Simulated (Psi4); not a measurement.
Cl2Zn, singlet, geometry from GFN2-xTB (such geometries of metal compounds can be far from the true shape); BLYP/aug-cc-pVDZ (Psi4).

Psi4 was given this input:
```
memory 2 GB

molecule {
0 1
Zn    0.10825094    0.38059368    0.21210131
Cl    1.30904056   -0.00597581   -1.49586408
Cl   -1.50007163   -0.66566009    1.12156766
symmetry c1
}

set {
  basis aug-cc-pvdz
}

energy('blyp')
print_variables()
```

Problem. Predict the main parts of the log of this Psi4 run.

Solution. 
```
   => Loading Basis Set <=

    Name: AUG-CC-PVDZ
    Role: ORBITAL
    Keyword: BASIS

         ---------------------------------------------------------
                                   SCF
               by Justin Turney, Rob Parrish, Andy Simmonett
                          and Daniel G. A. Smith
                              RKS Reference
         ---------------------------------------------------------

  ==> Geometry <==

    Molecular point group: c1
    Full point group: Cs

    Geometry (in Angstrom), charge = 0, multiplicity = 1:

       Center              X                  Y                   Z               Mass
    ------------   -----------------  -----------------  -----------------  -----------------
         ZN          -0.086480759283     0.432954926280    -0.000000000000    63.929142010000
         CL           1.989216605581    -0.014211603136    -0.000000000000    34.968852682000
         CL          -1.831114743000    -0.777305270973     0.000000000000    34.968852682000

  Running in c1 symmetry.

  Rotational constants: A =      0.70674  B =      0.06353  C =      0.05829 [cm^-1]
  Rotational constants: A =  21187.53619  B =   1904.46462  C =   1747.39787 [MHz]
  Nuclear repulsion =  293.462007023248020

  Charge       = 0
  Multiplicity = 1
  Electrons    = 64
  Nalpha       = 32
  Nbeta        = 32

  ==> Algorithm <==

  SCF Algorithm Type is DF.
  DIIS enabled.
  MOM disabled.
  Fractional occupation disabled.
  Guess Type is SAD.
  Energy threshold   = 1.00e-06
  Density threshold  = 1.00e-06
  Integral threshold = 1.00e-12

  ==> Primary Basis <==

  Basis Set: AUG-CC-PVDZ
    Blend: AUG-CC-PVDZ
    Number of shells: 41
    Number of basis functions: 113
    Number of Cartesian functions: 127
    Spherical Harmonics?: true
    Max angular momentum: 3

  ==> DFT Potential <==

   => LibXC <=

    Version 7.1.2
    S. Lehtola, C. Steigemann, M. J. T. Oliveira, and M. A. L. Marques,  SoftwareX 7, 1–5 (2018) (10.1016/j.softx.2017.11.002)

   => Composite Functional: BLYP <=

    BLYP GGA Exchange-Correlation Functional

    P.J. Stephens et. al., J. Phys. Chem., 98, 11623-11627, 1994
    B. Miehlich et. al., Chem. Phys. Lett., 157(3), 200-206 1989

    Deriv               =              1
    GGA                 =           TRUE
    Meta                =          FALSE

    Exchange Hybrid     =          FALSE
    MP2 Hybrid          =          FALSE

   => Exchange Functionals <=

    1.0000     XC_GGA_X_B88

   => Correlation Functionals <=

    1.0000     XC_GGA_C_LYP

   => LibXC Density Thresholds  <==

    XC_GGA_C_LYP:  1.00E-14
    XC_GGA_X_B88:  1.00E-15

   => Molecular Quadrature <=

    Radial Scheme          =       TREUTLER
    Pruning Scheme         =           NONE
    Nuclear Scheme         =       TREUTLER

    Blocking Scheme        =         OCTREE
    BS radius alpha        =              1
    Pruning alpha          =              1
    Radial Points          =             75
    Spherical Points       =            302
    Total Points           =          66814
    Total Blocks           =            590
    Max Points             =            256
    Max Functions          =            113
    Weights Tolerance      =       1.00E-15

   => Loading Basis Set <=

    Name: (AUG-CC-PVDZ AUX)
    Role: JKFIT
    Keyword: DF_BASIS_SCF

  ==> Integral Setup <==

  SCF_SUBTYPE=INCORE selected. In-core MEM_DF algorithm will be used.
  Using in-core AOs.

  ==> MemDFJK: Density-Fitted J/K Matrices <==

    J tasked:                   Yes
    K tasked:                    No
    wK tasked:                   No
    Algorithm:                 Core
    Schwarz Cutoff:           1E-12
    Mask sparsity (%):       0.0000
    Fitting Condition:        1E-10

   => Auxiliary Basis Set <=

  Basis Set: (AUG-CC-PVDZ AUX)
    Blend: AUG-CC-PVDZ-JKFIT + DEF2-UNIVERSAL-JKFIT
    Number of shells: 138
    Number of basis functions: 520
    Number of Cartesian functions: 677
    Spherical Harmonics?: true
    Max angular momentum: 6

  Minimum eigenvalue in the overlap matrix is 7.9489365937E-04.
  Reciprocal condition number of the overlap matrix is 1.5657497952E-04.
    Using symmetric orthogonalization.

  ==> Pre-Iterations <==

  SCF Guess: Superposition of Atomic Densities via on-the-fly atomic UHF (no occupation information).

   -------------------------
    Irrep   Nso     Nmo
   -------------------------
     A        113     113
   -------------------------
    Total     113     113
   -------------------------

  ==> Iterations <==

                           Total Energy        Delta E     RMS |[F,P]|

   @DF-RKS iter SAD: -2697.45770038708770   -2.69746e+03   0.00000e+00
   @DF-RKS iter   1: -2696.74985594442387    7.07844e-01   3.77812e-02 DIIS/ADIIS
   @DF-RKS iter   2: -2640.73111943712001    5.60187e+01   8.49473e-02 DIIS/ADIIS
   @DF-RKS iter   3: -2698.76353163162503   -5.80324e+01   2.72234e-02 DIIS/ADIIS
   @DF-RKS iter   4: -2699.92225366433468   -1.15872e+00   3.33086e-03 DIIS/ADIIS
   @DF-RKS iter   5: -2699.94229101978544   -2.00374e-02   3.31677e-03 DIIS/ADIIS
   @DF-RKS iter   6: -2700.01905264498146   -7.67616e-02   8.38866e-04 DIIS/ADIIS
   @DF-RKS iter   7: -2700.02406634265117   -5.01370e-03   1.84175e-04 DIIS/ADIIS
   @DF-RKS iter   8: -2700.02428595699530   -2.19614e-04   4.79134e-05 DIIS
   @DF-RKS iter   9: -2700.02429340652770   -7.44953e-06   1.04885e-05 DIIS
   @DF-RKS iter  10: -2700.02429394241199   -5.35884e-07   1.21663e-06 DIIS
   @DF-RKS iter  11: -2700.02429394918954   -6.77755e-09   3.64090e-07 DIIS
  Energy and wave function converged.

  ==> Post-Iterations <==

   Electrons on quadrature grid:
      Ntotal   =   64.0000337652 ; deviation = 3.377e-05

    Orbital Energies [Eh]
    ---------------------

    Doubly Occupied:

[...]
    Virtual:

[...]
    Final Occupation by Irrep:
              A
    DOCC [    32 ]
    NA   [    32 ]
    NB   [    32 ]

  @DF-RKS Final Energy: -2700.02429394918954

   => Energetics <=

    Nuclear Repulsion Energy =            293.4620070232480202
    One-Electron Energy =               -4337.5331029557419242
    Two-Electron Energy =                1471.7737978977188504
    DFT Exchange-Correlation Energy =    -127.7269959144144877
    Empirical Dispersion Energy =           0.0000000000000000
    VV10 Nonlocal Energy =                  0.0000000000000000
    Total Energy =                      -2700.0242939491895413

Computation Completed

Properties will be evaluated at   0.000000,   0.000000,   0.000000 [a0]

Properties computed using the SCF density matrix

 Multipole Moments:

 ------------------------------------------------------------------------------------
     Multipole            Electronic (a.u.)      Nuclear  (a.u.)        Total (a.u.)
 ------------------------------------------------------------------------------------

 L = 1.  Multiply by 2.5417464519 to convert [e a0] to [Debye]
 Dipole X            :         -0.3647692            0.1763282           -0.1884410
 Dipole Y            :          1.8261707           -0.8827649            0.9434058
 Dipole Z            :         -0.0000000            0.0000000           -0.0000000
 Magnitude           :                                                    0.9620418

 ------------------------------------------------------------------------------------

  Variable Map:
  ----------------------------------------------------------------------------
[...]
  Array Variable Map:
  ----------------------------------------------------------------------------
[...]
[...]
```
